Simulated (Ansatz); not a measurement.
`[CH3][Ti-]1([F])([Cl])[O]C=CC=[O+]1` and `[CH3][Al-]1([CH3])[O]C=CC=[O+]1` differ in one atom or group.

Ansatz, PBE0-D4/def2-TZVP geometries, multiplicity 1. 

Scalar relativity is left out up to krypton.

```
                                          property  `[CH3][Ti-]1([F])([Cl])[O]C=CC=[O+]1`
             HOMO energy (ωB97M-V/def2-TZVPP) / eV                                 -10.13
size of the dipole moment (ωB97M-V/def2-TZVPP) / D                                   5.49
           HOMO–LUMO gap (ωB97M-V/def2-TZVPP) / eV                                   9.57
               HOMO–LUMO gap (PBE/def2-TZVPP) / eV                                   3.03
               HOMO energy (B3LYP/def2-TZVPP) / eV                                  -7.76
  size of the dipole moment (B3LYP/def2-TZVPP) / D                                   5.46
```

Q: Give the same properties after the change, and the shifts. (Best estimate.)

A: The calculation gave: 
| property | `[CH3][Al-]1([CH3])[O]C=CC=[O+]1` | shift |
| --- | --- | --- |
| HOMO energy (ωB97M-V/def2-TZVPP) / eV | -9.08 | 1.05 |
| size of the dipole moment (ωB97M-V/def2-TZVPP) / D | 3.83 | -1.66 |
| HOMO–LUMO gap (ωB97M-V/def2-TZVPP) / eV | 8.90 | -0.67 |
| HOMO–LUMO gap (PBE/def2-TZVPP) / eV | 2.50 | -0.53 |
| HOMO energy (B3LYP/def2-TZVPP) / eV | -6.69 | 1.07 |
| size of the dipole moment (B3LYP/def2-TZVPP) / D | 3.81 | -1.65 |

With PBE0 the HOMO rises by 1.11 eV and the LUMO rises by 0.37 eV, so the gap narrows by about 0.74 eV. PBE moves the HOMO by 0.89 eV and ωB97M-V by 1.05 eV. Dipoles are sizes alone; their direction can turn.

B3LYP here is the variant with VWN-RPA as its local correlation; programs differ in this.
